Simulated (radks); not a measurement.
Results of a calculation; reference values are marked as such.
Neutral neodymium, configuration [Kr] 4d10 4f4 5s2 5p5.75 6s2 6p0.25 (fractional occupations, a model configuration). Code: a radial shooting solver on a logarithmic mesh with Libxc functionals. Model: scalar-relativistic Kohn-Sham, PBEsol, spin-polarised, spherical densities, finite nucleus; open shells are filled with parallel spins first (spin-orbit coupling, left out, can overturn this in heavy ions); Fermi nuclear charge, rms radius 4.9123 fm.

Normalised radial functions P(r) = r R(r), r in bohr:

| r | 5s down | 6s down |
|---|---|---|
| 0.0008349 | 0.0314 | 0.0096 |
| 0.00115 | 0.0410 | 0.0125 |
| 0.001583 | 0.0531 | 0.0162 |
| 0.002163 | 0.0676 | 0.0206 |
| 0.002979 | 0.0853 | 0.0260 |
| 0.004102 | 0.1052 | 0.0321 |
| 0.005649 | 0.1255 | 0.0383 |
| 0.00778 | 0.1426 | 0.0435 |
| 0.01063 | 0.1498 | 0.0457 |
| 0.01464 | 0.1381 | 0.0421 |
| 0.02016 | 0.0955 | 0.0291 |
| 0.02776 | 0.0138 | 0.0042 |
| 0.03823 | -0.0999 | -0.0305 |
| 0.05264 | -0.2077 | -0.0634 |
| 0.07192 | -0.2355 | -0.0718 |
| 0.09904 | -0.1105 | -0.0335 |
| 0.1364 | 0.1506 | 0.0463 |
| 0.1878 | 0.3460 | 0.1054 |
| 0.2587 | 0.2022 | 0.0600 |
| 0.3534 | -0.2439 | -0.0768 |
| 0.4866 | -0.5200 | -0.1557 |
| 0.6702 | -0.1541 | -0.0314 |
| 0.9229 | 0.5759 | 0.1887 |
| 1.271 | 0.9684 | 0.2404 |
| 1.736 | 0.7892 | 0.0244 |
| 2.391 | 0.3726 | -0.3126 |
| 3.293 | 0.1006 | -0.5254 |
| 4.535 | 0.0142 | -0.5048 |
| 6.245 | 0.0008 | -0.3060 |
| 8.532 | 0.0000 | -0.1168 |
| 11.75 | 0.0000 | -0.0247 |
| 16.18 | 0.0000 | -0.0025 |

5s down: eigenvalue -40.476 eV, 4 radial nodes at r = 0.0290, 0.115, 0.301, 0.719 bohr, <r> = 1.48 bohr, 90 % of the charge inside 2.13 bohr. 6s down: eigenvalue -3.748 eV, 5 radial nodes at r = 0.0290, 0.115, 0.300, 0.701, 1.78 bohr, <r> = 4.35 bohr, 90 % of the charge inside 6.38 bohr.
